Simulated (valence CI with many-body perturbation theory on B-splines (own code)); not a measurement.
Assign the levels of As2+

Calculated by relativistic CI+MBPT: three valence electrons over a frozen Dirac-Fock core [Ar] 3d10, a basis of 11 s, 11 p, 9 d, 7 f, 5 g, 2 h, 1 i functions for each j, with the one-electron correlation potential Σ1 (screened to all orders), the two-electron term Σ2, the three-electron term Σ3, Breit, model QED; selected single and double excitations, second order for the rest, scaled by the run's own slope (own B-spline code, finite nucleus).

Set against measurement, 13 paired levels are off by 202 cm⁻¹ on average, the worst by 431. These come from a selection out of Moore, Atomic Energy Levels, vol. II, NSRDS-NBS 35 (1971 reprint of NBS Circular 467, 1952), an old analysis. Levels without a partner in it may be off by more.

| No. | J | Parity | E (eV) | g |
| --- | --- | --- | --- | --- |
| 1 | 1/2 | odd | 0.000 | 0.666 |
| 2 | 3/2 | odd | 0.363 | 1.334 |
| 3 | 1/2 | even | 8.078 | 2.668 |
| 4 | 3/2 | even | 8.223 | 1.734 |
| 5 | 5/2 | even | 8.433 | 1.599 |
| 6 | 3/2 | even | 10.539 | 0.801 |
| 7 | 5/2 | even | 10.579 | 1.203 |
| 8 | 1/2 | even | 13.220 | 1.990 |
| 10 | 1/2 | even | 14.115 | 0.750 |
| 11 | 3/2 | even | 14.300 | 1.294 |
| 12 | 3/2 | even | 14.570 | 0.839 |
| 13 | 5/2 | even | 14.581 | 1.200 |
| 14 | 1/2 | odd | 16.279 | 0.666 |
| 15 | 3/2 | odd | 16.368 | 1.334 |

Energies count from the lowest level. Strongly mixed levels and levels close to another of their J and parity are left out, so the numbers can have gaps.

Problem. Give configuration and LS term of each level.

Solution. 1: 4s²4p ²P°; 2: 4s²4p ²P°; 3: 4s4p² ⁴P; 4: 4s4p² ⁴P; 5: 4s4p² ⁴P; 6: 4s4p² ²D; 7: 4s4p² ²D; 8: 4s²5s ²S; 10: 4s4p² ²P; 11: 4s4p² ²P; 12: 4s²4d ²D; 13: 4s²4d ²D; 14: 4s²5p ²P°; 15: 4s²5p ²P°.
